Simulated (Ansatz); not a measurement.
A series at Ge: from `[F][GeH3]`, ligands are replaced one by one, each step taking up H–F and setting free H₂; n counts the steps. Ansatz, PBE0-D4/def2-TZVP geometries.

CBS adds triple-zeta CCSD(T) − MP2 to the MP2 limit, frozen cores; atoms without spin–orbit coupling. Outer-core shells of Ge are correlated without core-valence functions. Scalar relativity is left out up to krypton. Spin–orbit coupling is left out.

```tsv
n	molecule	atomization energy, CCSD(T)/CBS (kJ/mol)
0	`[F][GeH3]`	1414.8
1	`[F][GeH2][F]`	1597.1
2	`[F][GeH]([F])[F]`	?
3	`[F][Ge]([F])([F])[F]`	1934.2
```

By hand: fit a straight line y = ȳ + b (n − n̄) to the 3 given rows and predict n = 2.

n̄ = 1.333, ȳ = 1648.70; Σ(n − n̄)(y − ȳ) = 804.90, Σ(n − n̄)² = 4.667, so b = 172.47 kJ/mol a step. Prediction: 1648.70 + (172.47) × (0.667) = 1763.7 kJ/mol.

By hand: compare with the computed value, 1778.1 kJ/mol, and give the steps along the whole series.

The line misses by 14.4 kJ/mol (computed minus predicted). Steps: 182.3, 181.0, 156.1 kJ/mol.

The steps shrink at each stage, from 182.3 to 156.1 kJ/mol, so the series is curved. The miss is 2.8 % of the series' range. The energies themselves are unsure by some kJ/mol a bond, though much of that is common to the series.
